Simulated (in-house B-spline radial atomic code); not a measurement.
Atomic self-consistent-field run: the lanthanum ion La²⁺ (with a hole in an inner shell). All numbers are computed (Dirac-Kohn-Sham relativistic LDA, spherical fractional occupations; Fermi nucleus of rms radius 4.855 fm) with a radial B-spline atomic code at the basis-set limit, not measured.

Command:
```bash
python run_scf.py task.json out
```
Settings (nuclear radius in fm, mass in u):
```
Z                57
configuration    1s2 2s1 2p6 3s2 3p6 3d10 4s2 4p6 4d10 5s2 5p6 5d2
hamiltonian      dirac
method           lda_x_rel,vwn
spin_polarised   False
nucleus          fermi
rms_radius       4.855
atomic_mass      138.90636
speed_of_light   137.035999084
```

Output (hartree, bohr):
```
 radial grid: 79 intervals, B-splines of order 8, outer radius 53.7037 bohr

 iter        energy (Eh)    residual
    1       -8234.668886    7.34e-01
    2       -8241.175197    5.31e-01
    3       -8249.121199    6.83e-02
    4       -8249.376213    1.22e-02
    5       -8249.381204    8.35e-03
    6       -8249.383831    1.38e-03
    7       -8249.383889    1.06e-04
    8       -8249.383889    2.99e-05
    9       -8249.383889    6.18e-07
   10       -8249.383889    6.11e-08

 total energy                     -8249.38389
 kinetic                            8780.4421
 electron-nucleus                 -19999.1926
 Hartree                            3147.8575
 exchange-correlation               -178.4908

 first-order corrections (not in the total)
   Gaunt                             7.3639
   retardation                      -0.7793
   frequency dependence             -0.0871
   self-energy                       5.0153
   Uehling                          -0.7291
   Wichmann-Kroll                    0.0190
   recoil                            0.0213

 orbital      occ     eigenvalue          <r>       <r^2>       <1/r>     <1/r^2>       r_max    small
 1s1/2      2.000     -1422.6014    0.0251516 0.000859226     61.7934     8454.15     0.01614  4.41e-02
 2s1/2      1.000      -230.8335     0.106831    0.013516     14.6168     1028.89     0.09114  9.66e-03
 2p1/2      2.000      -218.8004    0.0896243  0.00988832     14.6022     329.469      0.0694  9.69e-03
 2p3/2      4.000      -203.5830    0.0956378   0.0111298     13.2864     240.277     0.07451  9.14e-03
 3s1/2      2.000       -50.6670     0.282496   0.0913016     5.30753     216.601       0.259  2.99e-03
 3p1/2      2.000       -45.4512     0.271348   0.0855697     5.23432      69.721      0.2448  2.94e-03
 3p3/2      4.000       -42.4170     0.283118   0.0929314     4.90141     51.3571      0.2559  2.79e-03
 3d3/2      4.000       -33.2438     0.252221   0.0750362      4.7953     28.8163       0.204  2.70e-03
 3d5/2      6.000       -32.5692     0.255944   0.0771281     4.70918     27.5757      0.2072  2.65e-03
 4s1/2      2.000       -10.8679     0.643152    0.466838     2.21717     51.6869      0.5997  9.37e-04
 4p1/2      2.000        -8.8898     0.659504    0.494693     2.12164     16.1841      0.6071  8.76e-04
 4p3/2      4.000        -8.2247     0.685697    0.534453     2.01108     12.0168      0.6307  8.24e-04
 4d3/2      4.000        -4.9329      0.73223    0.621038     1.81232     5.99392      0.6456  6.93e-04
 4d5/2      6.000        -4.8113     0.741412    0.636536     1.78474     5.73827      0.6534  6.79e-04
 5s1/2      2.000        -2.0658      1.49666     2.51366    0.894059     10.0097       1.363  2.23e-04
 5p1/2      2.000        -1.4953      1.65642     3.09888     0.79989      2.8414       1.476  1.82e-04
 5p3/2      4.000        -1.3882      1.72917     3.37678    0.760328     2.11727       1.538  1.68e-04
 5d3/2      0.800        -0.6194      2.37046     6.47254     0.54536    0.702578       1.973  8.99e-05
 5d5/2      1.200        -0.6082      2.40389     6.65463    0.536917    0.671243       2.002  8.74e-05
```

Time taken, with all properties: 1 s on 1 thread of Intel(R) Xeon(R) Platinum 8559C, with other jobs on the host.

For the Dirac Hamiltonian the kinetic term is c α·p + (β - 1)c².
